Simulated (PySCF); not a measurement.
# Stationary points of H₃IS

All numbers come from PBE0 in PySCF with I def2-TZVP with ECP28, S def2-TZVP, H def2-TZVP; scalar-relativistic core potentials, no spin–orbit coupling; density-fitted integrals.

Relaxations began from a few typed shapes. The search is not exhaustive: other isomers or separated fragments can lie lower, and high-lying points may rest on an excited occupation.

(1) Order these stationary points by electronic energy, lowest first, in kJ/mol from the lowest minimum.
A. singlet C2v: I–H 1.669 Å, I–H 1.713 Å (×2), I–S 2.349 Å; H–I–H 84.2° (×2), H–I–H 168.4°, H–I–S 95.8° (×2), H–I–S 180.0°
B. singlet Cs: I–H 1.682 Å, I–H 1.760 Å (×2), I–S 2.278 Å; H–I–H 82.0° (×2), H–I–H 158.1°, H–I–S 88.8° (×2), H–I–S 126.5°
C. singlet C3v: I–H 1.842 Å (×3), I–S 2.270 Å; H–I–H 119.9° (×3), H–I–S 88.6° (×3)

(2) Which of them are minima?

## Answers

(1) B (0.0), A (60.4), C (162.1).

(2) By energy in kJ/mol, 0.0: minimum; 60.4: saddle point, 1 imaginary mode; 162.1: saddle point, 2 imaginary modes.

Counting electrons, iodine keeps 2 of its valence electrons outside its bonds, so the VSEPR class is AX4E1 and the expected shape is see-saw; with unlike ligands the computed point group is Cs.
